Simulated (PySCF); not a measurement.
F₃OSi (SMILES [O][Si](F)(F)F), doublet, geometry from GFN2-xTB. Base run: MP2/6-31G in PySCF.

PySCF was given this input:
```python
from pyscf import gto, scf, mp

mol = gto.M(
    atom='''
O     1.63806956   -0.17665341    0.19951219
Si    0.09099432   -0.00981305    0.01108285
F    -0.34921159    1.48117889   -0.30939957
F    -0.74988398   -0.42632996    1.29131116
F    -0.49851299   -0.88255894   -1.17649576
''',
    basis='6-31g',
    spin=1,
    verbose=4,
)

mf = scf.UHF(mol)
mf.kernel()

pt = mp.MP2(mf, frozen=9)
pt.kernel()
print('E(MP2) = %.10f' % pt.e_tot)
mf.analyze()
```

Each row names what was changed in the base input (with any setting that the change needs).

| change | basis functions | E (Eh) | MP2 correlation (Eh) | SCF-reference HOMO (eV) | SCF-reference dipole (D) |
|---|---|---|---|---|---|
| base | 49 | -662.55734 | -0.50032 | -16.73 | 1.34 |
| basis = pc-1 | 74 | -662.95052 | -0.77383 | -16.31 | 1.21 |
| basis = def2-SVP | 74 | -662.65923 | -0.77442 | -16.20 | 1.19 |
| basis = cc-pVDZ | 74 | -663.05851 | -0.78170 | -16.13 | 1.26 |
| basis = 6-31G** | 74 | -662.99697 | -0.72031 | -16.06 | 1.08 |
| basis = pcseg-1 | 74 | -662.92174 | -0.77419 | -16.41 | 1.23 |
| basis = cc-pV(D+d)Z | 79 | -663.08652 | -0.78343 | -16.12 | 1.25 |
| basis = 6-31+G* | 94 | -663.02912 | -0.73601 | -16.21 | 1.16 |
| basis = 6-311G** | 98 | -663.24131 | -0.84592 | -16.18 | 1.23 |
| basis = 6-311++G** | 118 | -663.26058 | -0.85616 | -16.24 | 1.25 |
| basis = aug-pcseg-1 | 119 | -662.97899 | -0.80069 | -16.20 | 1.09 |
| basis = aug-cc-pVDZ | 119 | -663.17495 | -0.84510 | -16.16 | 1.13 |
| basis = 6-311+G(2d,p) | 143 | -663.38066 | -0.94157 | -16.17 | 1.17 |

Totals compare only among sets that treat the same electrons; sets with core potentials leave the core out.

Open shells are given as the SCF converged; they aren't shown to be the lowest states, and a large step between rows can be another state.
